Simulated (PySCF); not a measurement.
Computed shifts of a molecule C3H13NSi2, PBE/pcSseg-1 (PySCF), GIAO, gas phase, atoms alike by connectivity averaged where their shifts nearly agree, in ppm (number of nuclei): ¹³C: 39.4 (1), 37.5 (1), 21.9 (1). ¹⁵N: 66.4 (1). ²⁹Si: -55.8 (1), -60.9 (1). ¹H: 4.42 (3), 4.18 (3), 2.94 (3), 1.69 (3), 0.12 (1). References: ¹³C against TMS (σ = 182.0 ppm); ¹⁵N against NH3 (σ = 267.0 ppm); ²⁹Si against TMS (σ = 335.4 ppm); ¹H against TMS (σ = 31.49 ppm), references at their B3LYP-D3(BJ)/def2-TZVP geometries, non-relativistic. Coordinates come from a r2SCAN-D4/def2-SVP optimisation. One conformer was computed; it need not be the lowest.

Q: Which molecule gave these data?
(A) CCN([SiH3])[SiH2]C
(B) C[SiH2][C@](C)(N)[SiH3]
(C) CN(C[SiH3])C[SiH3]
(D) CNC(C)([SiH3])[SiH3]

A: D, CNC(C)([SiH3])[SiH3]
